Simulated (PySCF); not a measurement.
C2H8BNSi.
Numbering: `[CH:1]#[C:2][SiH2:3][BH2-:4][NH3+:5]` (hydrogens: H6 on C1; H7, H8 on Si3; H9, H10 on B4; H11, H12, H13 on N5)

Geometry (PBE0-D3(BJ)/def2-SVP, Å), atoms numbered from 1 in this order:
```xyz
13
C2H8BNSi angstrom
C      2.109   -1.380   -0.615
C      1.698   -0.290   -0.249
Si     0.795    1.253    0.295
B     -1.086    0.589    0.669
N     -1.342   -0.648   -0.347
H      2.535   -2.316   -0.933
H      0.997    2.221   -0.837
H      1.539    1.812    1.467
H     -1.965    1.414    0.485
H     -1.108    0.113    1.795
H     -2.135   -1.219   -0.052
H     -0.503   -1.243   -0.391
H     -1.528   -0.326   -1.298
```

Method used: PBE0-D3(BJ)/def2-SVP geometry optimisation, gas phase in PySCF 2.14.0.

Take the most abundant isotopes and a rigid rotor. The values belong to one conformer with, in the numbering `[CH:1]#[C:2][SiH2:3][BH2-:4][NH3+:5]`, C2–Si3–B4–N5 -31°.

(1) What are A, B and C (MHz)?

(2) What kind of rotor is it?

(3) What does the inertial defect say?

(4) Give the other two planar moments, Paa and Pbb, and the rms extents of the mass along the axes.

(5) Which lines would a microwave search look for?

(6) Estimate the classical rotational partition function at 10 K, 50 K and 200 K.

Answers

(1) Ia = 110.16, Ib = 168.43, Ic = 260.40 u·Å²; 505379 MHz·u·Å²/I gives A = 4588, B = 3000, C = 1941 MHz.

(2) An asymmetric top: κ = (2 × 3000 − 4588 − 1941)/(4588 − 1941) = -0.20.

(3) Not planar: Δ = Ic − Ia − Ib = -18.20 u·Å². For a rigid frame Δ = −2 Σ m c², so Σ m c² = 9.10 u·Å² lies off the ab plane: 6.96 from hydrogen and 2.14 from heavier atoms. The atom farthest from that plane is 1.56 Å away.

(4) Paa = Σ m a² = (Ib + Ic − Ia)/2 = 159.34 and Pbb = Σ m b² = (Ia + Ic − Ib)/2 = 101.06 u·Å². With the mass M = 85.05 u, the rms extents √(P/M) along a, b and c are 1.37, 1.09, 0.33 Å.

(5) The dipole components are |μa| = 0.65 D, |μb| = 5.35 D, |μc| = 1.34 D. Intensities carry the squares of the components, which stand as 0.01 : 1.00 : 0.06 (a : b : c). Some of the stronger lines:

```tsv
type	branch	J(Ka,Kc)	MHz	lower level (cm⁻¹)
b	Q	1(1,0) ← 1(0,1)	2647	0.165
b	Q	3(2,1) ← 3(1,2)	5134	1.156
b	R	2(0,2) ← 1(1,1)	7915	0.218
b	Q	3(3,0) ← 3(2,1)	9222	1.327
b	Q	3(2,2) ← 3(1,3)	9737	0.947
b	R	2(1,2) ← 1(0,1)	10410	0.165
b	Q	3(3,1) ← 3(2,2)	10793	1.271
b	R	3(0,3) ← 2(1,2)	12634	0.512
b	R	2(2,1) ← 1(1,0)	15704	0.253
b	R	2(2,0) ← 1(1,1)	17144	0.218
b	R	3(2,2) ← 2(1,1)	19586	0.618
b	R	3(2,1) ← 2(1,2)	24427	0.512
b	R	3(3,0) ← 2(2,1)	25709	0.777
```

(6) Point group C1, symmetry number σ = 1; q = (√π/σ)·√((kT/h)³/(ABC)), k/h = 20836.6 MHz/K: 1030 at 10 K, 11500 at 50 K, 92300 at 200 K.

No PBE0-D3(BJ)/def2-SVP frequencies stand behind this structure, so it isn't proved a minimum. Constants of a rigid frame at the computed geometry: no zero-point averaging, no centrifugal distortion. A rigid rotor knows nothing of internal rotation, which can split or shift real lines. Quadrupole hyperfine structure (11B, 14N) is left out.

Hardware: one thread, Arm Neoverse V1 (aarch64), shared host. Cost: 37 s, 0.46 GiB resident at most. This is the geometry optimisation.
